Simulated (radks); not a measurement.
Task: Neutral molybdenum, [Kr] 4d5 5s1. Method: non-relativistic Kohn-Sham, LDA (Slater exchange, Perdew-Wang correlation), spin-polarised, spherical densities, point nucleus; computed with a radial shooting solver on a logarithmic mesh with Libxc functionals. Every spin shell is full or empty, so the densities are truly spherical. Functionals are evaluated on that one density, not self-consistently. Rank these orbital-free kinetic functionals by their error against the exact value of the orbitals, and give that value: Thomas-Fermi, TF + vW, TF + vW/9, LC94, revAPBEK, Thakkar, Pearson, LKT, Ernzerhof.

Result: Exact: 3970.41 hartree. From best to worst, with 100 (|E| - |E exact|)/|E exact| (equal figures are ties): LC94 +0.07, revAPBEK +0.33, Ernzerhof -0.38, Thakkar -0.51, TF + vW/9 -0.69, Pearson -0.97, Thomas-Fermi -5.58, LKT +20.50, TF + vW +38.41.
